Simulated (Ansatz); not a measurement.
Species: C6H13O, net charge 0, doublet state. It need not be the lowest isomer of its formula. SMILES: CCC[CH]CCO
Structure (B3LYP-D3(BJ)/def2-TZVP (Ansatz, a quantum-chemistry and plane-wave program) minimum search):
```xyz
20

C      3.2087    -0.5534     0.6862
C      1.8957    -0.7537    -0.0645
C      1.2205     0.5786    -0.4439
C     -0.0492     0.4198    -1.2030
C     -1.3755     0.7429    -0.6126
C     -1.8683    -0.3206     0.3861
O     -3.0939     0.0382     1.0122
H      3.9235     0.0116     0.0831
H      3.0499     0.0004     1.6146
H      3.6701    -1.5086     0.9431
H      2.0726    -1.3327    -0.9755
H      1.2055    -1.3447     0.5438
H      1.9426     1.1587    -1.0353
H      1.0384     1.1572     0.4678
H     -0.0086    -0.0779    -2.1656
H     -1.3357     1.6960    -0.0729
H     -2.1287     0.8482    -1.4007
H     -1.1475    -0.4307     1.1967
H     -1.9514    -1.2908    -0.1182
H     -3.7710     0.1257     0.3325
```
Charge 0, spin multiplicity 2.

Property: atomisation energy (electronic, to ground-state atoms), in kJ/mol. Valence correlation only, unless marked. Open shells are spin-unrestricted. No spin-orbit coupling. Non-relativistic. The coupled-cluster limit lacks core correlation, which all-electron functionals hold. Basis-set limits of correlation are two-point, X^-3; Hartree-Fock from the larger set. [CCSD(T)-MP2]/basis is that difference in the basis named.

```json
[
 {"level": "HF/6-31G*", "program": "Ansatz", "atomisation energy (kJ/mol)": "5875.7"},
 {"level": "HF/cc-pVDZ", "program": "Ansatz", "atomisation energy (kJ/mol)": "5803.5"}
]
```

**Question.** Estimate the value at RI-MP2/CBS(cc-pVTZ,cc-pVQZ)+[CCSD(T)-MP2]/cc-pVTZ as computed with Ansatz.

**Answer.** 7869.7 kJ/mol, so HF/cc-pVDZ differs from it by -2066.2 kJ/mol.
